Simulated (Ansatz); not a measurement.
Saddle point of SiNH6BrO, closed shell (SiH₃BrO ([OH][SiH2][Br]) + NH₃ → SiNH₅O ([NH2][SiH2][OH]) + HBr (still joined by a long H–N bond); bonds formed: Si1–N7, Br2–H6; bonds broken: Si1–Br2; bonds weakened to dative contacts: H6–N7), PBE0-D4/def2-TZVP structure:

```json
{"atom": "Si1", "x (Å)": "-0.2934", "y (Å)": "-0.2938", "z (Å)": "-0.5809"}
{"atom": "Br2", "x (Å)": "1.8435", "y (Å)": "-1.1677", "z (Å)": "0.3648"}
{"atom": "H3", "x (Å)": "-1.6833", "y (Å)": "0.2680", "z (Å)": "-0.5117"}
{"atom": "H4", "x (Å)": "0.3682", "y (Å)": "0.3425", "z (Å)": "-1.7412"}
{"atom": "O5", "x (Å)": "-0.8293", "y (Å)": "-1.8475", "z (Å)": "-0.7113"}
{"atom": "H6", "x (Å)": "1.1259", "y (Å)": "1.3109", "z (Å)": "0.7747"}
{"atom": "N7", "x (Å)": "0.1251", "y (Å)": "1.1268", "z (Å)": "0.7698"}
{"atom": "H8", "x (Å)": "-0.1312", "y (Å)": "-2.5060", "z (Å)": "-0.6424"}
{"atom": "H9", "x (Å)": "-0.1170", "y (Å)": "0.7955", "z (Å)": "1.7000"}
{"atom": "H10", "x (Å)": "-0.4085", "y (Å)": "1.9714", "z (Å)": "0.5784"}
```

Energies are electronic, without zero-point energy. Barriers and step energies count from the start structure reached by relaxing down the imaginary mode; all methods use the PBE0-D4 structures, on which another method's saddle can fall below an end. Program: Ansatz 0.2.0. Basis: def2-TZVPP, with def2-QZVPP for the basis limit. Cores are frozen in the correlated methods. Filled d shells of the heavier atoms are correlated. The def2 sets are not built for correlating such inner shells, so the correlated values are less sure here. B3LYP uses VWN-RPA correlation. Extrapolation: Hartree–Fock as exp(−7.88 √X), correlation as X^−2.97.

```json
{"method": "SPW92", "barrier (kcal/mol)": "1.80", "step energy (kcal/mol)": "-3.76"}
{"method": "PBE-D4", "barrier (kcal/mol)": "6.27", "step energy (kcal/mol)": "2.21"}
{"method": "BLYP-D4", "barrier (kcal/mol)": "8.69", "step energy (kcal/mol)": "2.39"}
{"method": "r2SCAN-D4", "barrier (kcal/mol)": "6.74", "step energy (kcal/mol)": "1.87"}
{"method": "B97M-V", "barrier (kcal/mol)": "7.81", "step energy (kcal/mol)": "5.12"}
{"method": "PBE0-D4", "barrier (kcal/mol)": "?", "step energy (kcal/mol)": "2.72"}
{"method": "B3LYP-D4", "barrier (kcal/mol)": "9.02", "step energy (kcal/mol)": "2.75"}
{"method": "r2SCAN0-D4", "barrier (kcal/mol)": "?", "step energy (kcal/mol)": "2.37"}
{"method": "BHLYP-D4", "barrier (kcal/mol)": "9.79", "step energy (kcal/mol)": "3.46"}
{"method": "CAM-B3LYP-D4", "barrier (kcal/mol)": "8.83", "step energy (kcal/mol)": "2.31"}
{"method": "wB97X-V", "barrier (kcal/mol)": "8.43", "step energy (kcal/mol)": "4.46"}
{"method": "wB97M-V", "barrier (kcal/mol)": "8.12", "step energy (kcal/mol)": "4.85"}
{"method": "B2PLYP", "barrier (kcal/mol)": "?", "step energy (kcal/mol)": "3.59"}
{"method": "PBE-QIDH", "barrier (kcal/mol)": "7.35", "step energy (kcal/mol)": "3.34"}
{"method": "RPA on PBE", "barrier (kcal/mol)": "9.40", "step energy (kcal/mol)": "6.59"}
{"method": "HF", "barrier (kcal/mol)": "14.19", "step energy (kcal/mol)": "6.49"}
{"method": "MP2", "barrier (kcal/mol)": "8.04", "step energy (kcal/mol)": "4.16"}
{"method": "CCSD", "barrier (kcal/mol)": "9.70", "step energy (kcal/mol)": "5.50"}
{"method": "CCSD(T)", "barrier (kcal/mol)": "8.75", "step energy (kcal/mol)": "4.89"}
```

Problem. Fill in the withheld barriers. (To be estimated.)

Solution. Computed: PBE0-D4 6.91; B2PLYP 9.12; r2SCAN0-D4 7.20 kcal/mol. Each is the energy of the saddle less that of the start structure, by the same method.

For comparison, the barrier by CCSD(T) at an estimated basis limit (MP2 extrapolated from triple and quadruple zeta, plus CCSD(T) − MP2 in triple zeta) is 8.38 kcal/mol.

T1 diagnostic: at most 0.010.

The step is the kind of exchange with an N–H group that builds nitride films in atomic layer and chemical vapour deposition.

Labels in which every atom is bracketed show which atoms are joined, not bond orders.

For scale, one of the runs: CCSD(T)/def2-TZVPP, 236 basis functions, launched by `ansatz run in.yaml --threads 8 --pin off --events-out ev --progress --plain --max-ram 19148MiB`. Hardware: 8 CPU threads of an Arm Neoverse V2, shared host. Wall time 93 s; peak host memory 4.4 GiB.
